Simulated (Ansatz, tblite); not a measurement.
Forces on (F3Sn)2NH (Sn2NF6H) at its PBE0-D4/def2-SVP geometry. Charge 0, multiplicity 1.

In the def2 sets Sn takes a core potential; there is no spin–orbit coupling. The xTB rows come from tblite.

GFN1-xTB (tblite), largest force 1.67 eV/Å:

```xyz
10
positions Å, forces eV/Å
Sn   -0.194   -0.042    1.523   -0.581   -0.187   -0.322
F    -1.031   -1.743    1.745    0.092    0.176   -0.003
F     1.054    0.028    2.980   -0.103    0.008   -0.159
F    -1.365    1.425    1.867    0.159   -0.161   -0.042
N     1.050    0.157   -0.061    1.501    0.539    0.494
Sn    0.026    0.042   -1.735   -0.502   -0.188    0.066
F    -0.191    1.533   -2.900    0.024   -0.039    0.075
F     0.128   -1.452   -2.914   -0.001    0.022    0.027
F    -1.536   -0.116   -0.552    0.234    0.037    0.104
H     2.060    0.168    0.048   -0.825   -0.206   -0.240
```

GFN2-xTB (tblite), largest force 0.94 eV/Å:

```
Sn 0.219 -0.020 0.888
F 0.051 0.113 0.027
F -0.065 0.000 -0.134
F 0.100 -0.128 -0.001
N 0.380 0.162 -0.093
Sn 0.101 -0.002 0.071
F -0.002 -0.013 0.063
F -0.008 -0.022 0.022
F -0.555 -0.027 -0.757
H -0.221 -0.064 -0.086
```

r2SCAN-D4/def2-TZVP (Ansatz), largest force 0.53 eV/Å:

```
Sn -0.043 -0.027 0.284
F 0.191 0.436 -0.033
F -0.286 -0.012 -0.335
F 0.290 -0.396 -0.079
N -0.002 0.019 0.049
Sn -0.172 -0.029 -0.151
F 0.044 -0.422 0.310
F -0.045 0.413 0.301
F 0.270 0.040 -0.293
H -0.246 -0.022 -0.053
```
